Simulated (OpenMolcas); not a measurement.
An OpenMolcas run meant for Tm²⁺ (ANO-R1, X2C; inactive shells 1s 2s 2p 3s 3p 3d 4s 4p 4d 5s 5p; intended active space 13 electrons in 7 orbitals (4f)). One step of its input:

```
&CASPT2
Multistate=7 1 2 3 4 5 6 7
Frozen=14 9
IPEA=0.25
Imaginary=0.1
MaxIter=60
WThr=0.0 0.3 0.05
PrWF=0.5
NoMix
Shift=0.2
Sig2=0.3
```

Lines from the output:

```
|
   -----------------------------------------------------------------------------------------
++ ---------   Input file   ---------
>>> COPY JOB001 $Project.JobIph
&CASPT2
Multistate=7 1 2 3 4 5 6 7
Frozen=14 9
IPEA=0.25
Imaginary=0.1
MaxIter=60
WThr=0.0 0.3 0.05
PrWF=0.5
NoMix
Shift=0.2
Sig2=0.3
-- ----------------------------------
>>> COPY JOB001 a.JobIph
*** symbolic link created: INPORB -> a.RasOrb
--- Start Module: caspt2 at  ---
()()()()()()()()()()()()()()()()()()()()()()()()()()()()()()()()()()()()()()()()()()()()()()()()()()
                                              &CASPT2
                                   only a single process is used
                       available to each process: 2.3 GB of memory, 1 thread
()()()()()()()()()()()()()()()()()()()()()()()()()()()()()()()()()()()()()()()()()()()()()()()()()()
 ###    ERROR: More than one intruder-state removal technique                ###
 ###    active: SHIFt/IMAGinary/SIG1/SIG2 are mutually exclusive!            ###
--- Stop Module: caspt2 at  /rc=_RC_INPUT_ERROR_ ---
.####################.
.# User input error #.
.####################.
```

Problem. What is wrong with the input?

Solution. More than one intruder-state remedy is switched on.
